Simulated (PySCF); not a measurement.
# Assignment exercise: C$_{6}$H$_{8}$ClF

Geometry (Å), atoms numbered from 1 in this order:
```xyz
16

C     1.7405    1.1555    0.5666
C     1.4509   -0.0538    0.0967
F     2.4514   -0.7271   -0.5160
C     0.1685   -0.7470    0.1507
C    -0.0077   -2.0508   -0.0933
Cl    1.2006   -3.2064   -0.4676
C    -1.0455    0.0908    0.4669
C    -1.4251    0.9816   -0.7160
H     1.0194    1.7630    1.0751
H     2.7337    1.5523    0.4557
H    -0.9951   -2.4859   -0.0461
H    -1.8825   -0.5675    0.7012
H    -0.8514    0.7053    1.3462
H    -1.6282    0.3718   -1.5926
H    -2.3170    1.5568   -0.4808
H    -0.6201    1.6702   -0.9580
```

- coordinates at the GFN2-xTB level
- σ from GIAO-PBE0/pcSseg-1
- program: PySCF
- fast rotation and ring inversion assumed for equivalent nuclei, a single conformation, no solvent, no relativistic terms

Scale: ¹³C and ¹H against TMS (reference shieldings calculated alike).

Q: Assign these signals to the numbered atoms. ¹³C{¹H} NMR (computed): δ 172.6, 141.6, 132.6, 100.4, 31.6, 17.6.

A: 
| δ (ppm) | atoms | environment | reason |
| --- | --- | --- | --- |
| 172.6 | C2 | fully substituted alkene carbon | – |
| 141.6 | C4 | fully substituted alkene carbon | the olefinic region |
| 132.6 | C5 | alkene CH | as expected for a trigonal carbon in a double bond |
| 100.4 | C1 | terminal =CH2 carbon | the olefinic region |
| 31.6 | C7 | allylic sp3 CH2 | a saturated carbon with 2 carbon neighbours and no heteroatom attached |
| 17.6 | C8 | methyl carbon | saturated and bonded to C and H only |

Q: Assign these signals to the numbered atoms. ¹H NMR (400 MHz, computed): δ 6.29 (m, 1H), 5.23 (m, 1H), 4.73 (m, 1H), 2.20 (q, 2H), 1.14 (t, 3H).

A: 
```tsv
δ (ppm)	atoms	environment	reason
6.29	H11	hydrogen on an alkene CH	a vinylic proton, deshielded by the sp2 carbon and the C=C anisotropy
5.23	H10	hydrogen on a terminal =CH2 carbon	attached to an sp2 carbon and in the plane of the double bond
4.73	H9	hydrogen on a terminal =CH2 carbon	–
2.20	H12/H13	hydrogen on an allylic sp3 CH2	allylic position
1.14	H14/H15/H16	hydrogen on a methyl carbon	–
```

Carbons that carry Cl, above all several Cl atoms, come out too deshielded, partly because spin–orbit coupling is missing. Splittings by ¹⁹F in the carbon and heteronuclear signals aren't shown, as no couplings were computed. Shifts are as computed. Against solution values, carbons near 30 ppm lie about +3 ppm off and those near 130 ppm about +5 ppm; carbons on Cl a further +6 ppm. Of 1211 compounds with measured shifts, 218 miss one by over three times the rms of a fit or turn the order of signals round; such compounds aren't used in these exercises. Multiplicities follow the n + 1 count of equivalent neighbours, as no J values were calculated; m marks all less simple cases, F and P coupling included.
